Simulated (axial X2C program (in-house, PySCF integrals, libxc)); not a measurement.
The numbers below are computed, except where a source is named.
ZrBr⁺: input and output

Program: an axial X2C code built on PySCF integrals.

Input:
```json
{"zs": [40, 35], "q": 1, "bas": ["dyall-cv3z", "dyall-cv3z"], "levels": ["PBE0", "HF", "BLYP"], "cc": true, "r0": 2.68, "thr": -1.0, "nmax": 90, "npts": 10, "nst": 2, "ntry": 6}
```
```bash
python so2c.py task.json out
```

Keys: zs atomic numbers; q charge; bas basis sets; levels methods; cc coupled cluster on or off; r0 starting distance in Å; thr threshold in hartree for freezing inner shells (an s shell follows its p shell); nmax most natural virtual spinors; npts points on the curve; nst determinants followed; ntry starts of the search. HF also brings MP2.

Output of the PBE0 step, with spin–orbit coupling, at R = 2.378 Å for the state Ω = 1. It starts from the PBE0 orbitals of the search at 2.378 Å.

```
two-component X2C + atomic mean field  PBE0
basis functions 263  fitting functions 1311  grid points 5807
iter        total energy     max residual
   1      -6201.607085829     5.61e-06
   2      -6201.607085831     6.06e-06
converged
one-electron -9191.06151896  Coulomb 2887.74566847  exact exchange -50.98639720  xc functional -156.25678816  nuclear repulsion 311.54251274  atomic mean-field constant -2.59056271
```
Energies are in hartree; totals compare only within one Hamiltonian and basis.
